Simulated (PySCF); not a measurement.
CsF, SMILES [F][Cs]. Geometry: B3LYP-D3(BJ)/def2-TZVPD. The def2 effective core potentials stand for the cores of Cs; spin–orbit coupling is left out.

Calculation: B3LYP-D3(BJ)/def2-TZVPD run with PySCF.

Harmonic wavenumbers (cm⁻¹): 344. Rotational constants (GHz): 5.205 (linear); symmetry number 1.

Q: Work out the zero-point energy and the ideal-gas rigid-rotor harmonic-oscillator thermochemistry at 298.15 K and 1 atm.

A: ZPE = ½ Σ hcν = ½ × 344 cm⁻¹ = 0.49 kcal/mol. H − E(el) = 2.80 kcal/mol. Entropy in cal/(mol K): translation 40.96, rotation 16.07, vibration 1.19, total 58.22. G − E(el) = -14.56 kcal/mol. Cp = 8.54 cal/(mol K).
